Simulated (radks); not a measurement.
Question: Species: N I. Configuration: [He] 2p5 (not the ground configuration). All-electron calculation, scalar-relativistic Kohn-Sham, PBE, spin-polarised, spherical densities, finite nucleus; open shells are filled with parallel spins first; Fermi nuclear charge, rms radius 2.5582 fm. Program: a radial shooting solver on a logarithmic mesh with Libxc functionals. Some entries of the table are withheld. Estimate them.

orbital  occ.  eigenvalue (Ry)  <r> (bohr)
1s up       1              (1)         (2)
1s down     1              (3)         (4)
2p up       3         -0.62938       1.431
2p down     2         -0.51966       1.501

Answer: 
(1) 1s up eigenvalue (Ry): -28.40457
(2) 1s up <r> (bohr): 0.2296
(3) 1s down eigenvalue (Ry): -28.36675
(4) 1s down <r> (bohr): 0.2293
